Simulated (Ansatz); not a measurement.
Basis-set extrapolation for `C[NH][AlH][O][SiH3]` (PBE0-D4/def2-TZVP geometry, frozen core, Ansatz 0.2.0). Multiplicity 1, RHF reference.

|  | def2-TZVPP | def2-QZVPP |
| --- | --- | --- |
| HF | -702.918027 | -702.943860 |
| MP2 correlation | -0.827378 | -0.888064 |
| CCSD(T) correlation | -0.907149 | not run |

Energies in hartree. Use E(X) = E(∞) + A·exp(−7.88·√X) for Hartree–Fock and E(X) = E(∞) + B·X^(−2.97) for correlation, with X = 3 and 4, and add CCSD(T) minus MP2 of the smaller set to the MP2 limit.

Question: What is the CCSD(T) energy at the basis-set limit?

Answer: HF limit: -702.943860 + (-0.025833) × 0.13774 = -702.94742. MP2 limit: -0.888064 + (-0.060686) × 0.74074 = -0.93302. Higher-order term: -0.907149 − (-0.827378) = -0.07977. Total: -703.96021 hartree, 354.5 kJ/mol below CCSD(T)/def2-TZVPP.
